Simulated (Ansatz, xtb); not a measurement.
Stretching the Se1–Se2 bond in Se2 (multiplicity 3 held). Energies count from the point at 2.188 Å.


Restricted levels (R-, RO-) in cc, def2 and unpolarised 6-31G sets keep to the state of the molecule at rest. Unrestricted levels (U-) break spin symmetry where that is lower. Active spaces are followed from rest. Levels need not reach the same state.

Cores are frozen in the correlated methods. Filled d and f shells under p-block atoms count as core.

Run with Ansatz (Gaussian basis) for Hartree–Fock, density functionals and correlated methods; xtb for the GFN methods. Values without a source in brackets are computed. The GFN methods have no spin term and hold the electronic entropy of 300 K.

```tsv
level	energy at R = 8.753 Å (kJ/mol)
GFN2-xTB	342.5
RO-HF/cc-pVTZ	664.0
U-B3LYP/cc-pVTZ	382.9
RO-wB97X-V/cc-pVTZ	972.4
RO-MP2/cc-pVTZ	(withheld)
U-MP2/cc-pVTZ	380.2
FIC-NEVPT4(SD) on CASSCF(12,8)/cc-pVTZ	317.5
FIC-MRCISD on CASSCF(12,8)/cc-pVTZ	(withheld)
FIC-MRCISD+Q on CASSCF(12,8)/cc-pVTZ	314.0
```

### Question
Some entries are withheld; supply them.

### Answer

- RO-MP2/cc-pVTZ, energy at R = 8.753 Å (kJ/mol): 122.1
- FIC-MRCISD on CASSCF(12,8)/cc-pVTZ, energy at R = 8.753 Å (kJ/mol): 306.0

Doubts at one or more of the structures used: a restricted determinant that unrestricted orbitals would lower (RO-HF/cc-pVTZ, RO-wB97X-V/cc-pVTZ, RO-MP2/cc-pVTZ); a spin-contaminated determinant (U-B3LYP/cc-pVTZ, U-MP2/cc-pVTZ).

Ansatz is a quantum-chemistry and plane-wave program.
